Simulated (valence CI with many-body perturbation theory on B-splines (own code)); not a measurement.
## Hyperfine factors and g values of Bi⁷⁰⁺

Calculated by relativistic CI+MBPT: three valence electrons over a frozen Dirac-Fock core [Ne], a basis of 11 s, 11 p, 10 d, 8 f, 5 g, 2 h functions for each j, with the one-electron correlation potential Σ1, the two-electron term Σ2, the three-electron term Σ3, Breit, model QED; selected CI, second order for the rest, scaled by the run's own slope (own B-spline code, finite nucleus).

No measured spectrum was set against this ion. As an estimate, large intervals hold to a few tenths of a per cent, small ones and those within an open d or f shell to about a per cent.

A/g_I is the dipole constant over the nuclear g factor μ/I (μ in nuclear magnetons, uniformly magnetised nucleus), B/Q the quadrupole constant per barn. Both hold the static response of the core; the bare values leave it out. Large factors of s and p1/2 electrons are usually good to 5 to 10 %; those of open d and f shells near neutrality can be off by tens of per cent, and small factors of p3/2, d and f electrons come from cancelling terms and can be off by a factor of two or in sign, in half-filled shells by more. B is blank for J = 1/2, where it vanishes, and for nearly pure S terms. Energies count from the lowest level.

Levels are named by their leading jj configuration (3d3/2^4 stands for four electrons in 3d with j = 3/2), which in mixed levels can hold well under half, so a name can repeat and another be missing. Letters in brackets count levels of one name in rising energy.

| Level | E (eV) | g | A/g_I (MHz) | A/g_I bare | B/Q (MHz/b) | B/Q bare |
| --- | --- | --- | --- | --- | --- | --- |
| (3s^2 3p1/2) J=1/2 | 0.0 | 0.641 | 3500000 | 3450000 |  |  |
| (3s 3p1/2^2) J=1/2 | 203.0 | 2.061 | 1.02e+07 | 1.01e+07 |  |  |
| (3s^2 3p3/2) J=3/2 | 632.6 | 1.316 | 332000 | 330000 | 675000 | 667000 |
| (3s 3p1/2 3p3/2) J=3/2 [a] | 799.3 | 1.611 | 2200000 | 2160000 | 550000 | 543000 |
| (3s 3p1/2 3p3/2) J=5/2 | 820.8 | 1.325 | 2920000 | 2870000 | 584000 | 578000 |
| (3s 3p1/2 3p3/2) J=3/2 [b] | 843.2 | 0.969 | 323000 | 323000 | 289000 | 286000 |
| (3s 3p1/2 3p3/2) J=1/2 | 856.2 | 1.279 | -4000000 | -3910000 |  |  |
| (3s^2 3d3/2) J=3/2 | 905.3 | 0.830 | 46400 | 53300 | 170000 | 172000 |
| (3s^2 3d5/2) J=5/2 | 1032.8 | 1.188 | 105000 | 108000 | 137000 | 139000 |
| (3s 3p1/2 3d3/2) J=3/2 [a] | 1038.0 | 0.837 | -313000 | -301000 | 299000 | 299000 |
| (3p1/2^2 3p3/2) J=3/2 | 1053.6 | 0.941 | 124000 | 128000 | 388000 | 384000 |
| (3s 3p1/2 3d3/2) J=5/2 | 1064.3 | 1.009 | 2840000 | 2790000 | 72600 | 76100 |
| (3s 3p1/2 3d3/2) J=1/2 | 1095.7 | 0.407 | -4290000 | -4200000 |  |  |
| (3s 3p1/2 3d3/2) J=3/2 [b] | 1106.1 | 1.266 | 2480000 | 2440000 | 146000 | 146000 |
| (3s 3p1/2 3d5/2) J=5/2 [a] | 1203.7 | 1.346 | 959000 | 948000 | 130000 | 133000 |
| (3s 3p1/2 3d5/2) J=7/2 | 1221.3 | 1.228 | 2010000 | 1980000 | 60500 | 64200 |
| (3s 3p1/2 3d5/2) J=5/2 [b] | 1232.9 | 1.031 | -25900 | -18700 | 136000 | 138000 |
| (3s 3p1/2 3d5/2) J=3/2 | 1237.5 | 1.110 | -2500000 | -2450000 | 75200 | 76900 |
| (3p1/2^2 3d3/2) J=3/2 | 1289.0 | 0.774 | 182000 | 183000 | 118000 | 121000 |
| (3s 3p3/2^2) J=5/2 | 1444.6 | 1.413 | 2130000 | 2100000 | 98300 | 97500 |
| (3p1/2^2 3d5/2) J=5/2 | 1447.3 | 1.207 | 254000 | 258000 | 110000 | 112000 |
| (3s 3p3/2^2) J=1/2 | 1488.6 | 1.937 | 1.03e+07 | 1.01e+07 |  |  |
| (3s 3p3/2^2) J=3/2 | 1496.7 | 1.186 | -1670000 | -1620000 | -76700 | -75800 |
| (3p1/2 3p3/2^2) J=5/2 | 1664.4 | 1.180 | 1440000 | 1420000 | 42100 | 41800 |
| (3p1/2 3p3/2^2) J=3/2 | 1671.8 | 1.424 | 38500 | 49100 | -2590 | -2710 |
| (3p1/2 3p3/2^2) J=1/2 | 1691.1 | 0.991 | 5570000 | 5470000 |  |  |
| (3s 3p3/2 3d3/2) J=3/2 [a] | 1697.2 | 1.264 | 877000 | 868000 | 12300 | 9820 |
| (3s 3p3/2 3d3/2) J=1/2 [a] | 1699.8 | 1.837 | 2450000 | 2410000 |  |  |
| (3s 3p3/2 3d3/2) J=5/2 [a] | 1704.6 | 1.186 | 809000 | 802000 | 319000 | 315000 |
| (3s 3p3/2 3d3/2) J=7/2 | 1705.4 | 1.208 | 1670000 | 1640000 | 756000 | 751000 |
| (3s 3p3/2 3d3/2) J=3/2 [b] | 1739.6 | 0.989 | 544000 | 540000 | -344000 | -339000 |
| (3s 3p3/2 3d3/2) J=5/2 [b] | 1752.6 | 0.971 | -282000 | -270000 | 365000 | 365000 |
| (3s 3p3/2 3d3/2) J=1/2 [b] | 1760.3 | 0.611 | 2400000 | 2360000 |  |  |
| (3s 3p3/2 3d5/2) J=9/2 | 1812.7 | 1.316 | 1290000 | 1270000 | 821000 | 816000 |
| (3s 3p3/2 3d5/2) J=5/2 [a] | 1838.5 | 1.339 | 1960000 | 1930000 | -364000 | -359000 |
| (3s 3p3/2 3d5/2) J=7/2 [a] | 1847.7 | 1.254 | 831000 | 821000 | 391000 | 389000 |
| (3s 3p3/2 3d5/2) J=3/2 [a] | 1852.5 | 1.135 | -969000 | -942000 | -381000 | -377000 |
| (3s 3p3/2 3d5/2) J=7/2 [b] | 1871.0 | 1.192 | -177000 | -166000 | 397000 | 396000 |
| (3s 3p3/2 3d5/2) J=1/2 | 1880.5 | 0.728 | -3300000 | -3230000 |  |  |
| (3p1/2 3p3/2 3d3/2) J=5/2 [a] | 1890.1 | 0.944 | 937000 | 925000 | -49300 | -47400 |

(1) Take the isotope of mass number 207, with I = 9/2, μ = 4.0729 μN, leaving out the quadrupole term. What is the hyperfine structure of (3s 3p1/2 3p3/2) J=1/2?

Results:

(1) From the table A = -3620000 MHz. Shifts from the centre of gravity in MHz: F = 4: 9960000, F = 5: -8140000.
